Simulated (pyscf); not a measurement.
Single points on ωB97X-D3(BJ)/def2-SVP structures (PySCF, gas phase).

Q: Estimate the classical barrier height and the reaction energy of `[OH][GaH]` [doublet] → `[O][GaH2]` [doublet] at PBE0-D3(BJ)/def2-TZVP. The step runs on the doublet surface, breaks H–O and forms Ga–H; take the reactant's lowest minimum found as zero.

A: ΔE‡ = 2.42 eV, ΔE = +1.58 eV. CCSD(T)/def2-TZVPP + ΔMP2(QZVPP) gives 2.48 eV and +1.61 eV. Zero-point energy shifts the barrier by -0.16 eV. It is a hydrogen shift, with an imaginary mode of 1502i cm⁻¹. One saddle was located; it need not be the lowest between these sides. The CCSD(T) − MP2 part came from Ansatz, without density fitting, on the same reference. The frozen core leaves the outer d or s,p core shells of the metals and heavy elements correlated in the MP2 and CC values, and def2-TZVPP describes them poorly, which can shift differences by a few kcal/mol. Elements up to Kr have no core potential and no relativistic terms here.
